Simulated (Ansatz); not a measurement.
Gas-phase electronic energies from Ansatz, PBE0-D4/def2-TZVP geometries. CBS: MP2 limit from def2 TZ/QZ plus the TZ coupled-cluster correction, frozen cores. DFT in def2-TZVPP. B3LYP here is the variant with VWN-RPA as its local correlation; programs differ in this. Elements past krypton have def2 core potentials. For Ge, Sn outer-core shells are correlated without core-valence functions, which leaves a few kJ/mol of doubt a bond. Scalar relativity is left out up to krypton. Each species was taken in one conformer, which may not be the lowest.

Consider the substitution at a C–O bond: `CO[SiH](F)[O][GeH3]` + `C[O][SnH2][NH2]` → `C[NH][SnH2][O]C` + `O[SiH](F)[O][GeH3]`.

```tsv
level	ΔE (kJ/mol)	difference from CCSD(T)/CBS
PBE-D4	-12.2	1.8
r2SCAN-D4	-10.1	3.9
PBE0-D4	-12.4	1.6
B3LYP-D4	-8.9	5.1
ωB97X-V	-9.1	4.9
ωB97M-V	-10.0	4.0
B2PLYP	-9.7	4.3
PBE	-11.3	2.7
r2SCAN	-10.0	4.0
PBE0	-11.6	2.4
B3LYP	-7.4	6.6
HF/def2-TZVPP	-3.3	10.7
MP2/def2-TZVPP	-15.8	-1.8
SCS-MP2/def2-TZVPP	-12.4	1.6
CCSD/def2-TZVPP	-11.3	2.7
CCSD(T)/def2-TZVPP	-12.1	1.9
HF/def2-QZVPP	-3.2	10.8
MP2/def2-QZVPP	-16.9	-2.9
SCS-MP2/def2-QZVPP	-13.5	0.5
HF/CBS(def2)	-3.2	10.8
MP2/CBS(def2)	-17.7	-3.7
CCSD/CBS(def2)	-13.3	0.7
CCSD(T)/CBS	-14.0	0
```

Largest T1 diagnostic among the species: 0.013.

In def2-TZVPP, CCSD(T) changes the Hartree–Fock value by −8.8 kJ/mol (the triples alone add −0.7 kJ/mol) and MP2 by −12.5 kJ/mol.
